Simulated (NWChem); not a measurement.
Species: CH$_{4}$O$_{2}$Si; SMILES C(=O)O[SiH3]

```xyz
8

O     -0.7524    -1.5783     0.0000
C      0.4194    -1.2854     0.0000
O      0.8936    -0.0291     0.0000
Si    -0.2407     1.2625     0.0000
H      1.2419    -2.0158     0.0000
H     -1.0734     1.2262    -1.2237
H     -1.0734     1.2262     1.2237
H      0.6290     2.4603     0.0000
```
Atoms are numbered in this order, from 1.

Computed with NWChem. Coordinates come from a B3LYP/6-31G* (spherical d) optimisation. Hybrids' shares of exact exchange are those that their runs print; pure functionals count as 0. The functionals differ in more than this share.

```csv
row,share of exact exchange,highest occupied level (eV)
PBE/def2-TZVP,0.00,-6.95
BLYP/def2-TZVP,0.00,-6.86
B3LYP/def2-TZVP,0.20,-8.36
PW6B95/def2-TZVP,0.28,-8.79
Hartree-Fock/def2-TZVP,1.00,withheld
```

Problem. Fit a straight line of the last column on the one before it, predict the withheld value, and compare with the run.

Solution. 
1. Means of the 4 shown rows: x = 0.120, y = -7.740. Slope Σ(x − x̄)(y − ȳ)/Σ(x − x̄)² = -0.4180/0.06080 = -6.875; intercept -6.915.
2. The shown rows scatter about the line by 0.054 (root mean square); the largest residual is -0.07, at B3LYP/def2-TZVP.
3. At x = 1.00 (Hartree-Fock/def2-TZVP; beyond the shown range) the line gives -13.79.
4. The run gives -12.90, +0.89 from the line, 16.5 times the scatter.
